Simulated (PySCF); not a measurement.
## How methods differ on the ionisation energy of K⁶⁺

K⁶⁺ [Ne] 3s2 3p1 (2P) → K⁷⁺ [Ne] 3s2 (1S), as a difference of total energies. Computed with PySCF 2.14 in an uncontracted even-tempered set (20 s from 0.13 bohr⁻², ratio 2.5; 13 p from 0.17 bohr⁻², ratio 2.5; 5 d from 1.5 bohr⁻², ratio 2.7; 5 f from 2.3 bohr⁻², ratio 2.7), with scalar relativity by spin-free X2C-1e. Correlated levels: outer shells: 1s2 frozen; virtual orbitals above 40 to 60 times the deepest correlated orbital energy dropped. The calculations carry no spin-orbit coupling.

```tsv
method	ionisation energy (eV)
UHF	116.91
LDA	117.84
PBE	117.88
PBE0	117.87
r2SCAN	117.98
MN15	118.67
B97-3	117.73
MP2 (outer shells)	117.41
SCS-MP2 (outer shells)	117.37
```

How much does correlation contribute at MP2 (outer shells)?

117.41 − (116.91) = 0.50 eV, measured against UHF.

A first-order spin-orbit estimate (lowest level to lowest level, LS coupling) adds 0.242 eV.

For comparison: 117.56 ± 0.11 eV (measured; NIST Atomic Spectra Database, ionization energies).
